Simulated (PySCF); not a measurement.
Identify the compound

Molecular formula: C₂H₅F₃OSi. Simulated spectra:

1H NMR (300 MHz, computed): δ 5.02 (m, 2H), 4.17 (s, 3H).

13C{1H} NMR (computed): δ 79.1 (CH2), 54.9 (CH3).

[PySCF: NMR shieldings at PBE0/pcSseg-1/GIAO; geometry from GFN2-xTB; no solvent model; averaged over atoms made equivalent by symmetry, fast rotation or ring inversion; single conformer; no relativistic terms]

Chemical shifts δ = σref − σ; 1H (σref 31.72), 13C (σref 186.93) against TMS, all at this level.

Problem. Deduce the structure.

Solution. 
1. The formula gives 0 degrees of unsaturation.
2. 2 carbon signals for 2 carbons: no two carbons are equivalent.
3. Carbon types of the structure: 1 × CH2, 1 × CH3, which accounts for all hydrogens.
4. δC 79.1: sp3 CH2 bonded to F and Si; the inductive effect lowers its shielding.
5. δC 54.9: methyl carbon bonded to O; pulled downfield by the heteroatom.
6. δH 5.02: hydrogen on an sp3 CH2 bonded to F and Si; its carbon carries F, hence the downfield position.
7. δH 4.17: hydrogen on a methyl carbon bonded to O; its carbon carries O, hence the downfield position.

The compound is `InChI=1S/C2H5F3OSi/c1-6-7(4,5)2-3/h2H2,1H3`.

The shifts were computed for this structure.

Splittings by 19F in the carbon and heteronuclear signals aren't shown, as no couplings were computed. Shifts are as computed. Against solution values, carbons near 30 ppm lie about +3 ppm off and those near 130 ppm about +5 ppm. Of 1309 compounds with measured shifts, 239 miss one by over three times the rms of a fit or turn the order of signals round; such compounds aren't used in these exercises. Multiplicities follow the n + 1 count of equivalent neighbours, as no J values were calculated; m marks all less simple cases, F and P coupling included.
